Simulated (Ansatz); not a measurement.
`[NH][SiH](O)Cl` radical. Charge 0, multiplicity 2. The structure was optimised at the PBE0-D4/def2-TZVP level. It is one conformer, not always the lowest.

```xyz
7

N     0.552    0.724    1.136
Si    0.087   -0.294   -0.194
O    -0.502    0.612   -1.406
Cl   -1.350   -1.519    0.618
H     1.173    0.282    1.816
H     1.152   -1.125   -0.786
H    -1.111    1.320   -1.185
```

**Question.** What is the dipole moment at PBE/def2-TZVPP? (Estimate.)

**Answer.** Ansatz gave: 0.73 D, with components (0.55, 0.30, 0.38) D in this frame, pointing from negative to positive charge.

**Question.** And with r2SCAN, B3LYP, ωB97M-V? (Estimate.)

**Answer.** Ansatz gave: r2SCAN 0.89 D, B3LYP 0.90 D, ωB97M-V 0.97 D.

**Question.** Give the Mulliken charges with PBE, B3LYP, ωB97M-V in def2-TZVPP. (Best estimate.)

**Answer.** Computed: 
```tsv
atom	PBE	B3LYP	ωB97M-V
N1	-0.29	-0.31	-0.30
Si2	0.55	0.66	0.59
O3	-0.34	-0.38	-0.37
Cl4	-0.21	-0.24	-0.21
H5	0.16	0.15	0.14
H6	-0.07	-0.08	-0.03
H7	0.20	0.20	0.19
```

B3LYP here is the variant with VWN-RPA as its local correlation; programs differ in this.
